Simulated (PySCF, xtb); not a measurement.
VOCl₂, SMILES [Cl][V+](=[O])[Cl], charge +1, multiplicity 1.

Harmonic wavenumbers (cm⁻¹) from GFN2-xTB run with xtb at its own minimum, in rising order: 176, 239, 250, 424, 463, 1013.

Q: What does PBE0-D3(BJ)/def2-SVP run with PySCF give at its own minimum? (The exact figures need the calculation; the answer reports its results.)

A: 142, 236, 290, 494, 565, 1226. Paired by order, the mean absolute difference is 77 cm⁻¹ and the zero-point energies are 3.7 and 4.2 kcal/mol.
